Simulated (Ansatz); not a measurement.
ClH3S3Si, SMILES `S[Si](S)(S)Cl`. Charge 0, multiplicity 1.

| atom | x (Å) | y (Å) | z (Å) |
| --- | --- | --- | --- |
| S1 | -0.038 | -1.778 | 1.166 |
| Si2 | 0.096 | -0.206 | -0.249 |
| S3 | -1.892 | -0.068 | -0.969 |
| S4 | 0.868 | 1.609 | 0.533 |
| Cl5 | 1.433 | -0.629 | -1.747 |
| H6 | 1.247 | -1.641 | 1.539 |
| H7 | -1.612 | 1.002 | -1.733 |
| H8 | -0.102 | 1.709 | 1.460 |

Task: List the harmonic frequencies (cm⁻¹, unscaled) at PBE0-D4/def2-TZVP in Ansatz. (An estimate is asked.)

Result: Ansatz gave: 84i, 128, 135, 179, 194, 196, 265, 284, 389, 561, 565, 570, 704, 759, 812, 2703, 2708, 2708.

Task: Is this a minimum?

Result: No: 1 imaginary mode, so it is a saddle point.
